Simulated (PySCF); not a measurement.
Job for PySCF: D3(BJ) and D4 dispersion corrections on C2H9GaO (a complex), monomers drawn apart or pushed together.

```python
from pyscf import gto
from pyscf.dispersion import dftd3, dftd4

mol = gto.M(
    atom='''
    Ga    0.71687756    0.24025665    0.98543529
    H     1.97811339   -0.69683151    1.11975860
    H    -0.60866573   -0.37568660    0.37690629
    H     0.90053443    1.80568383    0.93432873
    C    -1.32168325    0.90394102    4.20754117
    O    -0.24146878    0.03991182    3.84579300
    C    -0.38552682   -1.28352190    4.36736552
    H    -1.39137647    0.96487306    5.29558662
    H    -2.26294784    0.53222709    3.79383337
    H    -1.09741302    1.88296467    3.79333277
    H    -0.44616551   -1.24164137    5.45685265
    H     0.49607043   -1.84167626    4.06467537
    H    -1.28308075   -1.75813906    3.96186760
    ''',
    basis='def2-svp',
    charge=0, spin=0, verbose=0, max_memory=1800)
d3, d4 = {}, {}
for xc in ['hf', 'pbe', 'blyp', 'revpbe', 'tpss', 'r2scan', 'b3lyp', 'pbe0', 'bhlyp', 'camb3lyp', 'b2plyp']:
    d3[xc] = float(dftd3.DFTD3Dispersion(mol, xc=xc, version='d3bj', atm=False).get_dispersion()['energy'])
    print(f'D3(BJ) {xc:10s} {d3[xc]:14.8f} Eh')
for xc in ['hf', 'pbe', 'blyp', 'revpbe', 'tpss', 'r2scan', 'b3lyp', 'pbe0', 'bhlyp', 'camb3lyp', 'b2plyp']:
    d4[xc] = float(dftd4.DFTD4Dispersion(mol, xc={'camb3lyp': 'cam-b3lyp'}.get(xc, xc), atm=True).get_dispersion()['energy'])
    print(f'D4     {xc:10s} {d4[xc]:14.8f} Eh')
```

The log:

```
D3(BJ) hf            -0.05275350 Eh
D3(BJ) pbe           -0.00716623 Eh
D3(BJ) blyp          -0.01482186 Eh
D3(BJ) revpbe        -0.01776457 Eh
D3(BJ) tpss          -0.00904477 Eh
D3(BJ) r2scan        -0.00219889 Eh
D3(BJ) b3lyp         -0.01212503 Eh
D3(BJ) pbe0          -0.00629135 Eh
D3(BJ) bhlyp         -0.00936125 Eh
D3(BJ) camb3lyp      -0.00580313 Eh
D3(BJ) b2plyp        -0.00565686 Eh
D4     hf            -0.02596768 Eh
D4     pbe           -0.00748679 Eh
D4     blyp          -0.01619654 Eh
D4     revpbe        -0.02358114 Eh
D4     tpss          -0.01008569 Eh
D4     r2scan        -0.00204453 Eh
D4     b3lyp         -0.01185657 Eh
D4     pbe0          -0.00641964 Eh
D4     bhlyp         -0.00875071 Eh
D4     camb3lyp      -0.00652077 Eh
D4     b2plyp        -0.00529686 Eh
```

The run finished.

Cost: very roughly 0.05 core-seconds.
